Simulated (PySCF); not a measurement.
Level of theory: ωB97X-D3(BJ)/def2-TZVP // PBE0-D3(BJ)/def2-SVP (PySCF 2.14.0). Isolated molecules, 0 K electronic values unless said otherwise. One relaxed conformer stands for a flexible species; it need not be the lowest. Delta-SCF ions had no search for a lower state. Excitations are Tamm–Dancoff values on a coarser integration grid. The basis has no diffuse functions, so Rydberg states are missing or too high.

Reference species (SMILES): `C[O][Sn]([O]C)([O]C)[O]C` (neutral, multiplicity 1).

The brightest of the four lowest singlets (TDA) is 5.82 eV and the HOMO is -10.49 eV. The vertical ionisation energy (Delta-SCF) comes out as 10.24 eV.

Changed species: `[SH][Sn]([SH])([SH])[SH]` (4 of 4 OCH3 replaced by SH; the reference has 0 of 4 OCH3 replaced by SH).

Question: What does the change do to the brightest of the four lowest singlets (TDA), HOMO and vertical ionisation energy (Delta-SCF)?

Answer: the brightest of the four lowest singlets (TDA) falls by 0.64 eV, to 5.18 eV; the HOMO increases by 0.36 eV, to -10.13 eV; the vertical ionisation energy (Delta-SCF) falls by 0.29 eV, to 9.95 eV.
